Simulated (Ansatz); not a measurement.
Basis-set extrapolation for CH₆AlNSSi (`C[Si]1(N)[AlH][S]1`) (PBE0-D4/def2-TZVP geometry, frozen core, Ansatz). Multiplicity 1, RHF reference.

```
                       def2-TZVPP    def2-QZVPP
                 HF  -1024.342880  -1024.374242
    MP2 correlation     -0.754616     -0.812314
CCSD(T) correlation     -0.841243       not run
```

Energies in hartree. Use E(X) = E(∞) + A·exp(−7.88·√X) for Hartree–Fock and E(X) = E(∞) + B·X^(−2.97) for correlation, with X = 3 and 4, and add CCSD(T) minus MP2 of the smaller set to the MP2 limit.

Q: What is the CCSD(T) energy at the basis-set limit?

A: HF limit: -1024.374242 + (-0.031362) × 0.13774 = -1024.37856. MP2 limit: -0.812314 + (-0.057698) × 0.74074 = -0.85505. Higher-order term: -0.841243 − (-0.754616) = -0.08663. Total: -1025.32024 hartree, 357.4 kJ/mol below CCSD(T)/def2-TZVPP.
